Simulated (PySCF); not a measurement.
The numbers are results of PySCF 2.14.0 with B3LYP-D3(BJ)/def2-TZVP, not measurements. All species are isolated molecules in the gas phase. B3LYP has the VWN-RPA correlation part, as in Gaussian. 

Reference species (SMILES): `[SiH]=C` (neutral, multiplicity 2).

```
Property       Result
-------------  ------
dipole moment  0.67 D
```

Changed species: `[CH]=[SiH2]` (H atom removed from C1; the reference has H atom removed from Si2).

Problem. What does the change do to the dipole moment?

Solution. the dipole moment increases by 0.08 D, to 0.75 D.
